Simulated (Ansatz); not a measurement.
`C/C=[CH]\[GaH2]` → `C=[CH][GaH2]` + `[CH2]` (triplet) at 500 K and 1 bar (formal loss of a carbene).

Program: Ansatz. Geometries: PBE0-D4/def2-TZVP. ΔE: electronic, gas phase. CCSD(T)/CBS is the MP2 limit (def2-TZVPP, def2-QZVPP) plus CCSD(T) − MP2 in def2-TZVPP, frozen cores. This one scheme is used for every species. Triplets are unrestricted, without spin–orbit coupling. For Ga outer-core shells are correlated without core-valence functions, which leaves a few kJ/mol of doubt a bond. Scalar relativity is left out up to krypton.

```tsv
species	CCSD(T)/CBS energy (Eh)	H − E (kJ/mol)	S (J/(mol·K))
`C/C=[CH]\[GaH2]`	-2042.27078	261.9	390.5
`C=[CH][GaH2]`	-2003.00582	178.3	344.1
`[CH2]` (triplet)	-39.09499	62.7	213.9
```

H − E and S are ideal-gas, rigid-rotor, harmonic terms from PBE0-D4/def2-TZVP, with the whole ground term of open shells counted as degenerate. 1 Eh = 2625.50 kJ/mol, R = 8.31446 J/(mol·K).

Question: By hand: ΔE, ΔH, ΔS and ΔG.

Answer: ΔE = (-2003.00582) + (-39.09499) − (-2042.27078) = 0.16997 Eh = 446.3 kJ/mol. Δ(H − E) = 178.3 + 62.7 − 261.9 = -20.9, so ΔH = 425.4 kJ/mol. ΔS = 344.1 + 213.9 − 390.5 = 167.5 J/(mol·K). ΔG = 425.4 − 500 × (167.5)/1000 = 341.6 kJ/mol.

Question: By hand: the equilibrium constant, and the temperature at which ΔG would vanish if ΔH and ΔS stayed fixed.

Answer: log₁₀ K = −ΔG/(RT ln 10) = -35.7. ΔG = 0 at ΔH/ΔS = 2540 K, far beyond where these terms or the molecules hold.

The number of gas molecules changes by +1, which sets the sign of ΔS. A doubt of 5 kJ/mol in ΔE shifts log₁₀ K by 0.5 here. A triplet takes part, so the spin changes. These are equilibria of isolated gas molecules and say nothing of rates. Largest T1 diagnostic: 0.013 (customary marks: 0.02 for closed shells, 0.045 for open ones).
